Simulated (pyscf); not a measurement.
## H₂C⁻–O–CH₂–OH (SMILES [CH2-]OCO), singlet

Gas-phase minimum from PySCF at ωB97X-D3(BJ)/def2-SVPD, one conformer. H₂C⁻–O–CH₂–OH lies 55.6 kcal/mol over its isomer H₃C–CH(O⁻)–OH (electronic energy, ωB97M-D3(BJ)/def2-TZVPD). 

SMILES: O(CO)[CH2-]
```xyz
9

C      0.3176     1.0607    -1.8633
O      0.5575     0.5206    -0.5009
C     -0.3337    -0.4431    -0.0980
O     -1.6736     0.0283     0.0008
H     -0.6572     1.6211    -1.8242
H      0.1075     0.1641    -2.5051
H     -0.0554    -0.7937     0.9123
H     -0.3171    -1.3011    -0.8120
H     -1.7607     0.5737    -0.8005
```
Charge -1, spin multiplicity 1.

Bond lengths (Å): C1–O2 1.485, C1–H5 1.125, C1–H6 1.122, O2–C3 1.373, C3–O4 1.424, C3–H7 1.105, C3–H8 1.116, O4–H9 0.973. Angles (°): O2–C1–H5 106.8, O2–C1–H6 105.3, H5–C1–H6 104.8, C1–O2–C3 114.8, O2–C3–O4 113.5, O2–C3–H7 109.1, O2–C3–H8 110.0, O4–C3–H7 106.2, O4–C3–H8 108.2, H7–C3–H8 109.7, C3–O4–H9 102.3.

Properties at ωB97X-D3(BJ)/def2-SVPD:

```json
{
 "harmonic_wavenumbers_unscaled": "164, 342, 406, 489, 614, 818, 1010, 1042, 1105, 1144, 1234, 1281, 1363, 1420, 1443, 1491, 2808, 2870, 2906, 3042, 3690 cm⁻¹",
 "zero_point_energy": "43.9 kcal/mol",
 "rotational_symmetry_number": "1",
 "Entropy of this conformer at 298 K and 1 atm, rigid rotor and harmonic oscillator, modes under 100 cm⁻¹ raised to 100": "286.8 J/(mol K)",
 "dipole_moment": "depends on origin"
}
```

Single-point totals, which compare only within one level (frozen core for MP2 and CC):

| level | total energy (hartree) |
|---|---|
| ωB97X-D3(BJ)/def2-TZVPD | -229.75312 |
| PBE/def2-TZVPD | -229.42802 |
| r²SCAN/def2-TZVPD | -229.56347 |
| B3LYP-D3(BJ)/def2-TZVPD | -229.70391 |
| PBE0-D3(BJ)/def2-TZVPD | -229.43239 |
| M06-2X/def2-TZVPD | -229.59040 |
| ωB97M-D3(BJ)/def2-TZVPD | -229.74187 |
| HF/def2-TZVPPD | -228.35326 |
| MP2/def2-TZVPPD | -229.20714 |
| CCSD/def2-TZVPPD | -229.22827 |
| CCSD(T)/def2-TZVPPD | -229.26485 |

Soft torsions are taken as harmonic, which can shift the entropy by several J/(mol K). The CCSD(T) − MP2 part came from Ansatz, without density fitting, on the same reference.
